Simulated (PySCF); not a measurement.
HBrZn, singlet, geometry from GFN2-xTB (such geometries of metal compounds can be far from the true shape); PBE0/6-31G, TDDFT (PySCF).

PySCF was given this input:
```python
from pyscf import gto, scf, dft, tdscf

mol = gto.Mole()
mol.atom = '''
    Zn   -0.000000   -0.000000   -1.155507
    H    -0.000000   -0.000000   -2.625582
    Br    0.000000    0.000000    1.065451
'''
mol.basis = '6-31g'
mol.charge = 0
mol.spin = 0
mol.verbose = 4
mol.build()

mf = dft.RKS(mol)
mf.xc = 'pbe0'
mf.kernel()
td = mf.TDDFT()
td.nstates = 5
td.kernel()
td.analyze()
```

The log (banner, timings and long lists left out):

```
PySCF version 2.14.0

[INPUT] verbose = 4
[INPUT] num. atoms = 3
[INPUT] num. electrons = 66
[INPUT] charge = 0
[INPUT] spin (= nelec alpha-beta = 2S) = 0
[INPUT] symmetry False subgroup None
[INPUT] Mole.unit = angstrom
[INPUT] Symbol           X                Y                Z      unit          X                Y                Z       unit  Magmom
[INPUT]  1 Zn     0.000000000000   0.000000000000  -1.155507000000 AA    0.000000000000   0.000000000000  -2.183591765018 Bohr   0.0
[INPUT]  2 H      0.000000000000   0.000000000000  -2.625582000000 AA    0.000000000000   0.000000000000  -4.961630897588 Bohr   0.0
[INPUT]  3 Br     0.000000000000   0.000000000000   1.065451000000 AA    0.000000000000   0.000000000000   2.013410589144 Bohr   0.0

nuclear repulsion = 265.995433990879
number of shells = 24
number of NR pGTOs = 184
number of NR cGTOs = 56
basis = 6-31g
ecp = {}

******** <class 'pyscf.dft.rks.RKS'> ********
method = RKS
initial guess = minao
damping factor = 0
level_shift factor = 0
DIIS = <class 'pyscf.scf.diis.CDIIS'>
diis_start_cycle = 1
diis_space = 8
diis_damp = 0
SCF conv_tol = 1e-09
SCF conv_tol_grad = None
SCF max_cycles = 50
direct_scf = True
direct_scf_tol = 1e-13
XC library pyscf.dft.libxc version 7.1.2
    S. Lehtola, C. Steigemann, M. J. T. Oliveira, and M. A. L. Marques,  SoftwareX 7, 1–5 (2018)
XC functionals = pbe0
    C. Adamo and V. Barone,  J. Chem. Phys. 110, 6158 (1999)
    M. Ernzerhof and G. E. Scuseria,  J. Chem. Phys. 110, 5029 (1999)
radial grids:
    Treutler-Ahlrichs [JCP 102, 346 (1995); DOI:10.1063/1.469408] (M4) radial grids

becke partition: Becke, JCP 88, 2547 (1988); DOI:10.1063/1.454033
pruning grids: <function nwchem_prune>
grids dens level: 3
symmetrized grids: False
atomic radii adjust function: <function treutler_atomic_radii_adjust>
small_rho_cutoff = 0
Set gradient conv threshold to 3.16228e-05
Initial guess from minao.
tot grids = 50872
init E= -4351.53843650669
  HOMO = -0.342763434532344  LUMO = -0.0427238172675737  gap/eV = 8.16449
cycle= 1 E= -4352.89954680727  delta_E= -1.36  |g|= 0.309  |ddm|= 1.49
  HOMO = -0.25511762563573  LUMO = -0.033041597166135  gap/eV = 6.04300
cycle= 2 E= -4352.89318961985  delta_E= 0.00636  |g|= 0.391  |ddm|= 0.984
  HOMO = -0.30545034511554  LUMO = -0.0235390552256393  gap/eV = 7.67120
cycle= 3 E= -4352.92618586337  delta_E= -0.033  |g|= 0.0341  |ddm|= 0.475
  HOMO = -0.307378829518869  LUMO = -0.0224713344233783  gap/eV = 7.75273
cycle= 4 E= -4352.92631110059  delta_E= -0.000125  |g|= 0.0114  |ddm|= 0.0272
  HOMO = -0.306210493860079  LUMO = -0.0218447771110006  gap/eV = 7.73799
cycle= 5 E= -4352.92632683762  delta_E= -1.57e-05  |g|= 0.00211  |ddm|= 0.00997
  HOMO = -0.30645477105357  LUMO = -0.0218802436954315  gap/eV = 7.74367
cycle= 6 E= -4352.92632793378  delta_E= -1.1e-06  |g|= 0.000154  |ddm|= 0.00313
  HOMO = -0.306441687458764  LUMO = -0.0218929753788919  gap/eV = 7.74296
cycle= 7 E= -4352.92632793896  delta_E= -5.18e-09  |g|= 1.87e-05  |ddm|= 0.000235
  HOMO = -0.306439929058313  LUMO = -0.0218912686550689  gap/eV = 7.74296
cycle= 8 E= -4352.92632793904  delta_E= -8.09e-11  |g|= 4.57e-06  |ddm|= 2.99e-05
  HOMO = -0.306437724205587  LUMO = -0.0218918231494613  gap/eV = 7.74289
Extra cycle  E= -4352.92632793903  delta_E= 8.19e-12  |g|= 5.09e-06  |ddm|= 1.7e-05
converged SCF energy = -4352.92632793903

******** <class 'pyscf.tdscf.rks.TDDFT'> for <class 'pyscf.dft.rks.RKS'> ********
nstates = 5 singlet
deg_eia_thresh = 1.000e-03
wfnsym = None
conv_tol = 1e-05
eigh lindep = 1e-12
eigh level_shift = 0
eigh max_cycle = 100

Excitation energies (eV)
[6.45963986 6.48366537 6.48367159 6.57950245 6.57950245]

** Singlet excitation energies and oscillator strengths **
Excited State   1:      6.45964 eV    191.94 nm  f=0.0000
      32 -> 35       -0.49209
      33 -> 34       -0.49209
Excited State   2:      6.48367 eV    191.23 nm  f=0.0000
      32 -> 35       -0.49955
      33 -> 34        0.49955
Excited State   3:      6.48367 eV    191.23 nm  f=0.0000
      32 -> 34       -0.49955
      33 -> 35       -0.49955
Excited State   4:      6.57950 eV    188.44 nm  f=0.0461
      32 -> 36        0.63732
      33 -> 36       -0.29655
Excited State   5:      6.57950 eV    188.44 nm  f=0.0461
      32 -> 36        0.29655
      33 -> 36        0.63732

** Transition electric dipole moments (AU) **
state          X           Y           Z        Dip. S.      Osc.
  1         0.0000      0.0000     -0.0000      0.0000      0.0000
  2         0.0000     -0.0000      0.0000      0.0000      0.0000
  3         0.0000      0.0000      0.0000      0.0000      0.0000
  4         0.1376      0.5169      0.0000      0.2861      0.0461
  5         0.5169     -0.1376      0.0000      0.2861      0.0461

** Transition velocity dipole moments (imaginary part, AU) **
state          X           Y           Z        Dip. S.      Osc.
  1         0.0000      0.0000     -0.0000      0.0000      0.0000
  2         0.0000     -0.0000      0.0000      0.0000      0.0000
  3         0.0000      0.0000      0.0000      0.0000      0.0000
  4         0.0335      0.1257      0.0000      0.0169      0.0466
  5         0.1257     -0.0335      0.0000      0.0169      0.0466

** Transition magnetic dipole moments (imaginary part, AU) **
state          X           Y           Z
  1        -0.0000     -0.0000     -0.0000
  2        -0.0000     -0.0000     -0.0000
  3        -0.0000     -0.0000     -0.0000
  4         0.2419     -0.0644     -0.0000
  5        -0.0644     -0.2419      0.0000
```
